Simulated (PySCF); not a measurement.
Numbering as in the mapped SMILES `[O:1]=[CH:2][C:3]#[C:4][C:5]#[C:6][SiH2:7][NH:8][CH:9]=[O:10]`. Each H is labelled by its parent atom.

Calculated, not measured (PySCF): coordinates at the GFN2-xTB level, shielding tensors at PBE0/pcSseg-1 (GIAO). No relativistic terms, rapidly exchanging positions averaged, one computed conformer, no solvent model.

Question: Predict the 2D correlation tables (HSQC, COSY, HMBC).

Answer: 

HSQC (one-bond C–H):
```tsv
δH	δC
9.58 (H(C2))	180.8 (C2)
8.45 (H(C9))	169.5 (C9)
```

HMBC (two and three bonds, from the bond graph):
```tsv
δH	δC
9.58 (H(C2))	88.2 (C4), 76.1 (C3)
5.21 (H(Si7))	169.5 (C9), 103.9 (C6), 97.2 (C5)
```

No COSY cross peaks are expected.

Shifts are taken against calculated references (same method and geometry level): ¹H, ¹³C vs TMS.

The OH or NH signal is concentration- and solvent-dependent in practice; the value given is the gas-phase one. Shifts are as computed. Against solution values, carbons near 30 ppm lie about +3 ppm off and those near 130 ppm about +5 ppm. Of 1309 compounds with measured shifts, 239 miss one by over three times the rms of a fit or turn the order of signals round; such compounds aren't used in these exercises. The C=O carbon of an acid or of an amide with N–H lies up to 10 ppm further downfield in solution, through hydrogen bonding that the calculation lacks.
